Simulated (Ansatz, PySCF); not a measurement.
The pair A = NH3 (SMILES N) (first 4 atoms), B = C2H3F (SMILES C=CF); geometry from B3LYP-D3(BJ)/def2-TZVP.
(charge 0, multiplicity 1):
```xyz
10

N     -0.028    -0.095     0.643
H      0.655     0.247     1.311
H      0.418    -0.825     0.099
H     -0.243     0.666     0.010
C     -1.007    -0.358     3.909
C      0.095     0.159     4.411
F      1.118     0.576     3.621
H     -1.143    -0.472     2.840
H     -1.787    -0.672     4.587
H      0.323     0.313     5.457
```

Cores are frozen in the correlated methods. CBS: X⁻³ extrapolation of the correlation energy, Hartree–Fock from the larger set. MP2 and its Hartree–Fock in aug-cc-pVTZ are density fitted.

Run with Ansatz (Gaussian orbitals); PySCF for the dispersion terms. 

The monomers are drawn apart, rigid, along the line of their centres of mass. Counterpoise-corrected interaction energies (kcal/mol):

```json
[
 {"level": "PBE/def2-TZVPPD", "R = 4.296 Å": "-1.2289", "R = 5.248 Å": "-0.4832"},
 {"level": "PBE-D3(BJ)/def2-TZVPPD", "R = 4.296 Å": "-1.5674", "R = 5.248 Å": "-0.6006"},
 {"level": "wB97M-V/def2-TZVPPD", "R = 4.296 Å": "-1.4180", "R = 5.248 Å": "-0.5829"},
 {"level": "MP2/CBS(aug-cc-pVDZ, aug-cc-pVTZ) + ΔCCSD(T)/aug-cc-pVDZ", "R = 4.296 Å": "-1.4831", "R = 5.248 Å": "-0.5924"}
]
```

Q: R is the distance of the centres of mass. Find the local exponent m of E ∝ R⁻ᵐ between the two points.

A: 
m = ln(E₁/E₂)/ln(R₂/R₁): PBE/def2-TZVPPD 4.7; PBE-D3(BJ)/def2-TZVPPD 4.8; wB97M-V/def2-TZVPPD 4.4; MP2/CBS(aug-cc-pVDZ, aug-cc-pVTZ) + ΔCCSD(T)/aug-cc-pVDZ 4.6. For scale, two fixed dipoles give m = 3, dipole and quadrupole 4, quadrupoles 5, and dispersion or dipole-induced dipole 6 at long range; at these distances several terms mix, and what is left of overlap and damping shifts m, so it need not match one of them.

Ansatz is a quantum-chemistry and plane-wave program.
